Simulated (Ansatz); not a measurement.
Basis-set series for C2H7AlO2 (`CC(O)[O][AlH2]`). Charge 0, multiplicity 1. All single points use the PBE0-D4/def2-TZVP geometry. It is one conformer, not always the lowest.

```tsv
functional	basis	functions	energy (Eh)	HOMO (eV)	LUMO (eV)
PBE0-D4	def2-SVP	109	-472.71817	-7.94	-0.89
PBE0-D4	def2-QZVPP	508	-473.09485	-8.04	-1.08
ωB97M-V	def2-SVP	109	-472.97055	-10.24	0.80
ωB97M-V	def2-QZVPP	508	-473.35582	-10.38	0.28
```

(1) Give the rows for def2-TZVPP. (An estimate is asked.)

## Answers

(1) Ansatz gave: 
```
functional       basis  functions  energy (Eh)  HOMO (eV)  LUMO (eV)
   PBE0-D4  def2-TZVPP        264   -473.07400      -8.01      -1.01
   ωB97M-V  def2-TZVPP        264   -473.33576     -10.36       0.56
```

Positive LUMOs are unbound and depend on the basis.
